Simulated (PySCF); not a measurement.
**Nuclear quadrupole coupling in `CS(=O)(=O)NS(=O)(=O)F`**

CH4FNO4S2.
Structure used (GFN2-xTB), in Å, numbered top down from 1:
```xyz
13
CH4FNO4S2 angstrom
C     -1.6818    0.3492   -0.5973
S     -0.6601   -0.8592    0.2287
O      0.0932   -1.6234   -0.7102
O     -1.3924   -1.5342    1.2487
N      0.4818    0.1474    0.9823
S      1.7122    0.2865   -0.1110
O      2.6980   -0.7088   -0.0243
O      1.1904    0.8028   -1.3117
F      2.3832    1.5741    0.6291
H     -2.4326   -0.1797   -1.1725
H     -2.1414    0.9695    0.1604
H     -1.0213    0.9136   -1.2438
H      0.7665   -0.1373    1.9038
```

Field gradients from the PBE0/pcSseg-1 density (PySCF, non-relativistic), principal values in atomic units, ordered |Vxx| ≤ |Vyy| ≤ |Vzz|:

```tsv
atom	Vxx	Vyy	Vzz
S2	-0.4505	-0.5423	0.9928
O3	-0.5082	-0.7587	1.2669
O4	-0.4809	-0.8183	1.2992
N5	0.4461	0.6920	-1.1381
S6	0.0612	1.0277	-1.0889
O7	-0.5281	-0.7295	1.2576
O8	-0.4845	-0.8507	1.3352
```

**Question.** Find the asymmetry η = (Vxx − Vyy)/Vzz and the couplings χ = eQV/h (234.96 MHz × Q in barn × V in au), with Q(33S) = −0.0678 b, Q(17O) = −0.0256 b, Q(14N) = 0.02044 b.

**Answer.** 
| atom | environment | nucleus | η | χzz (MHz) | χxx (MHz) | χyy (MHz) |
| --- | --- | --- | --- | --- | --- | --- |
| S2 | sulfonyl sulfur | 33S | 0.09 | -15.82 | 7.18 | 8.64 |
| O3 | sulfonyl oxygen | 17O | 0.20 | -7.62 | 3.06 | 4.56 |
| O4 | sulfonyl oxygen | 17O | 0.26 | -7.82 | 2.89 | 4.92 |
| N5 | sulfonyl-bound nitrogen | 14N | 0.22 | -5.47 | 2.14 | 3.32 |
| S6 | sulfonyl sulfur | 33S | 0.89 | 17.35 | -0.97 | -16.37 |
| O7 | sulfonyl oxygen | 17O | 0.16 | -7.56 | 3.18 | 4.39 |
| O8 | sulfonyl oxygen | 17O | 0.27 | -8.03 | 2.91 | 5.12 |

The tensor is traceless: Vxx + Vyy + Vzz = 0.

**Question.** What is Vzz at O8 in SI units (1 au = 9.71736 × 10²¹ V/m²)?

**Answer.** 1.3352 au = 12.975 × 10²¹ V/m².

Were the hydrogens deuterons (Q(2H) = 0.00286 b), χzz would run from 203 kHz (H12) to 277 kHz (H13).

The structure is a single GFN2-xTB conformer in the gas phase; no vibrational or solvent corrections. GFN2-xTB bond lengths can be off by several hundredths of an ångström, more for odd bonds, and the gradients follow them. The basis is small and wasn't made for field gradients, so the couplings can be 20 % off.
